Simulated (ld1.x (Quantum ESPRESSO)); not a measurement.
# Reading a pseudo-wave (aluminium (Al))

Columns: radius, all-electron u(r) and pseudo u(r) of the 2s shell (level -109.33 eV) of aluminium in the configuration [He] 2s2 2p6 3s2 3p0.75; LDA (PZ), scalar-relativistic, PAW scheme, ld1.x (Quantum ESPRESSO) 7.5.

| r (bohr) | all-electron | pseudo |
| --- | --- | --- |
| 0.057 | 0.5970 | -0.1984 |
| 0.115 | 0.3832 | -0.3936 |
| 0.172 | -0.0553 | -0.5727 |
| 0.230 | -0.4954 | -0.7362 |
| 0.288 | -0.8449 | -0.8761 |
| 0.345 | -1.0832 | -0.9871 |
| 0.402 | -1.2268 | -1.0697 |
| 0.460 | -1.2946 | -1.1240 |
| 0.518 | -1.3029 | -1.1488 |
| 0.575 | -1.2702 | -1.1463 |
| 0.632 | -1.2102 | -1.1202 |
| 0.690 | -1.1319 | -1.0732 |
| 0.747 | -1.0458 | -1.0114 |
| 0.805 | -0.9544 | -0.9373 |
| 0.862 | -0.8649 | -0.8580 |
| 0.920 | -0.7768 | -0.7751 |
| 0.977 | -0.6948 | -0.6949 |
| 1.035 | -0.6171 | -0.6173 |
| 1.092 | -0.5469 | -0.5470 |
| 1.150 | -0.4819 | -0.4819 |
| 1.208 | -0.4232 | -0.4232 |
| 1.265 | -0.3715 | -0.3715 |
| 1.322 | -0.3254 | -0.3254 |
| 1.380 | -0.2837 | -0.2837 |
| 1.438 | -0.2469 | -0.2469 |
| 1.495 | -0.2151 | -0.2151 |

Q: How many radial nodes do the two functions have?

A: The all-electron 2s function has n − l − 1 = 1; the pseudo-wave has 0, since the states of the same l below it are removed with the core.

Q: At about which radius was the pseudo-wave matched?

A: 1.15 bohr. The columns agree to 0.0005 from 0.98 bohr on; several derivatives are matched, so the curves merge somewhat inside the radius.

Q: Is the pseudo-wave norm-conserving?

A: No, it belongs to a PAW set: the norm inside the radius is not constrained, and the difference is carried by the augmentation charge.
